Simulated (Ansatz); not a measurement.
# Worked example: C2H6OSi + C3HO2 → C2H5OSi + C3H2O2

Gas-phase species: C2H6OSi `C=C[SiH2]O`, singlet; C3HO2 `C#CO[C]=O`, doublet; C2H5OSi `C=C[SiH]O`, doublet; C3H2O2 `C#COC=O`, singlet. A radical takes H: the energy is the difference in strength between the Si–H bond broken and the C–H bond made.

Shapes, held fixed at every level: PBE0-D4/def2-TZVP. Flexible molecules stand in one conformer, not always the lowest. Programs: Ansatz 0.2.0. Electronic energies: no zero-point or thermal term.

At CCSD(T)/CBS estimate; 1 Eh = 2625.50 kJ/mol:

```
species  energy (Eh)
C2H6OSi  -443.991098
  C3HO2  -264.925589
C2H5OSi  -443.334704
 C3H2O2  -265.599680
```

Task: Work out ΔE of the reaction at this level.

Result: 
1. Products less reactants: (-443.334704) + (-265.599680) − [(-443.991098) + (-264.925589)] = -0.017697 Eh = -46.5 kJ/mol.

Other levels give -51.9 (B3LYP-D4/def2-TZVPP) to -37.2 kJ/mol (MP2/def2-TZVPP). No measured value is set beside it here. Spin contamination: C2H5OSi (⟨S²⟩ up to 0.87). Open shells run unrestricted. The CBS estimate extrapolates MP2 from def2-TZVPP and def2-QZVPP and adds CCSD(T) − MP2 in the triple-zeta set, cores frozen.
